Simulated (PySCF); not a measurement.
Compound: C₇H₁₀O.
SMILES: `C#C/C(=C/CC)CO`

A PySCF run (density fitting, gas phase, GFN2-xTB geometry) gave HOMO -6.87 eV, LUMO -0.84 eV, dipole 1.14 D.

**Question.** Which of these levels was it?
A. BHandHLYP/ANO-RCC-VDZP
B. PBE0/6-31G*
C. wB97X-D/def2-SVPD
D. PBE0/STO-3G
E. PBE0/pcSseg-1

**Answer.** E. It is PBE0/pcSseg-1. All candidates on this geometry:

```tsv
level and settings	kind	basis functions	SCF cycles	E (Eh)	HOMO (eV)	LUMO (eV)	dipole (D)
PBE0/pcSseg-1	global hybrid	186	14	-347.4342	-6.87	-0.84	1.14
PBE0/6-31G*, grid level 1	global hybrid	132	11	-347.4597	-6.55	-0.47	1.15
PBE0/STO-3G	global hybrid	50	13	-343.1430	-4.19	2.20	0.78
BHandHLYP/ANO-RCC-VDZP, start guess huckel	global hybrid	162	13	-347.7836	-7.61	0.32	1.32
wB97X-D/def2-SVPD	range-separated hybrid	243	14	-347.5353	-8.67	0.84	1.27
```

The nearest other candidate, by the summed differences of HOMO and LUMO, is PBE0/6-31G*: its HOMO differs by +0.32 eV and its LUMO by +0.37 eV. wB97X-D ran without the empirical dispersion term, which would shift the total energy alone. Cycle counts include a coarse-grid stage where the run had one. All basis functions are spherical, in the Pople sets too. ANO-RCC sets were contracted for a scalar-relativistic Hamiltonian, but ran non-relativistically here.

Conformer computed: `[CH:1]#[C:2]/[C:3](=[CH:4]/[CH2:5][CH3:6])[CH2:7][OH:8]`: C3–C4–C5–C6 107°, C2–C3–C7–O8 -88°, H–O8–C7–C3 57°.
